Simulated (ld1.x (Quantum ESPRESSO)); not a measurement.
## An all-electron radial function and its pseudo partner (O (Z = 8))

Columns: radius, all-electron u(r) and pseudo u(r) of the 2p shell (level -16.27 eV) of oxygen in the configuration [He] 2s2 2p3.5; BLYP, scalar-relativistic, TM scheme, ld1.x (Quantum ESPRESSO) 7.5.

```csv
r (bohr),all-electron,pseudo
0.082,0.0786,0.0276
0.165,0.2357,0.1081
0.248,0.4023,0.2311
0.330,0.5483,0.3788
0.413,0.6674,0.5360
0.495,0.7558,0.6806
0.578,0.8180,0.8010
0.660,0.8558,0.8849
0.742,0.8737,0.9316
0.825,0.8759,0.9445
0.908,0.8654,0.9301
0.990,0.8460,0.8981
1.072,0.8199,0.8565
1.155,0.7889,0.8109
1.238,0.7546,0.7658
1.320,0.7190,0.7235
1.402,0.6825,0.6838
1.485,0.6454,0.6456
1.568,0.6086,0.6086
1.650,0.5731,0.5731
1.733,0.5382,0.5382
1.815,0.5049,0.5049
1.898,0.4726,0.4726
1.980,0.4422,0.4422
2.062,0.4133,0.4133
2.145,0.3856,0.3856
```

(1) How many radial nodes do the two functions have?

(2) At about which radius was the pseudo-wave matched?

(3) Is the pseudo-wave norm-conserving?

Answers

(1) The all-electron 2p function has n − l − 1 = 0; the pseudo-wave has 0.

(2) 1.65 bohr. The columns agree to 0.0005 from 1.49 bohr on; several derivatives are matched, so the curves merge somewhat inside the radius.

(3) Yes: the TM scheme keeps the norm inside the radius equal to the all-electron one, which fixes the energy derivative of the logarithmic derivative at the level.
